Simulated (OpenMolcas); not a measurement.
Au3+: ligand-field states by method

Au3+ with 6 ligands (fluoride) in octahedral coordination (Oh) at 2.16 Å. A charge of +0.5 e stands 2.8 Å behind each ligand. Ligand basis ANO-RCC-VDZP.
```
Au    0.0000    0.0000    0.0000
F     2.1600    0.0000    0.0000
F     0.0000    2.1600    0.0000
F    -2.1600    0.0000    0.0000
F     0.0000   -2.1600    0.0000
F     0.0000    0.0000    2.1600
F     0.0000    0.0000   -2.1600
```

```yaml
Program: OpenMolcas 26.06
Basis: ANO-RCC-VTZP [8s7p5d3f1g]
Scalar_Hamiltonian: DKH2, point nucleus
Active_space: 8 electrons in 5 orbitals (5d)
State_averaging: 2S+1 = 3 even, 10 roots; 2S+1 = 1 even, 15 roots
Spin-orbit_coupling: state interaction with AMFI integrals over the reference wave functions
```

I. CASSCF
II. SS-CASPT2, IPEA 0.25 Eh, imaginary shift 0.1 Eh (closed shells correlated: 5s 5p and the ligand valence shells)
III. SS-CASPT2, IPEA 0.25 Eh, real shift 0.3 Eh (closed shells correlated: 5s 5p and the ligand valence shells)

Spin-free states (labels of O, the rotations of Oh) in cm-1, each column counted from its own energy of the first state listed:

```csv
State,Degeneracy,I,II,III
3A2,1,0,0,0
1E,2,11949,5410,5690
3T2,3,15910,19700,19680
1A1,1,21288,12320,12710
3T1,3,23319,25160,25330
1T2,3,27528,25790,26020
1T1,3,31280,28460,28730
3T1,3,36507,41230,41280
1E,2,46444,48350,48500
1T2,3,46467,48540,48640
1A1,1,65820,61100,62010
```

From I to II, I's first state of the same spin (3T2) moves from 15910 to 19700 cm-1, by about +3800 cm-1.

From I to II, I's first state of another spin (1E) moves from 11949 to 5410 cm-1, by about -6500 cm-1.

I: A least-squares ligand-field fit to the states below 45000 cm-1, each weighted by its degeneracy and with a free common offset, gives 10Dq = 15886 cm-1, B = 816 cm-1 and C = 2814 cm-1 (C/B = 3.45), with an rms deviation of 62 cm-1. The same method and metal basis give the free ion B = 937 cm-1 (fit to its terms below 60000 cm-1, rms deviation 6 cm-1), so the nephelauxetic ratio is β = 816 / 937 = 0.87; it hangs on how both fits weigh the states, and computed free-ion B values tend to be too large, so β mixes covalency with correlation.

χT at 300 K: I 1.73, II 1.62, III 1.62 cm3 K/mol.

The states above are spin-free; spin-orbit coupling is strong here and shifts and splits them by thousands of cm-1.

Roots that are degenerate in the reference are averaged as groups; the widest CASPT2 spread within a group is 590 cm-1 (the 3-fold group of multiplicity 1 near 25800 cm-1 above the lowest state of its run, II). Shifts and gaps below about the spread of the groups concerned are not significant. Over all roots computed the reference weight is 0.67 to 0.69 in II, 0.71 to 0.73 in III; a low but even weight reflects the number of correlated electrons. Real 4d8 and 5d8 ions are as a rule square planar and diamagnetic. The least metal-like active orbital is 80 % on the metal (Löwdin) and no ligand orbital is active, so the numbers are rough. Ligand-to-metal charge-transfer states are missing. With no ligand orbital active B as a rule stays too high, so bands that hang on it stand too high and its fall with covalency is understated. Without dynamic correlation the repulsion within the d shell is too large (B by tens of per cent), so at a given field states of lower spin stand too high (holds for I). With metal d orbitals alone the field can be off either way by tens of per cent (holds for I). With one d shell and no ligand orbital active, 10Dq can be off by a tenth or more (holds for II; III). No measured value stands beside these numbers; the geometry was imposed, not optimised, and the real ion may take another.
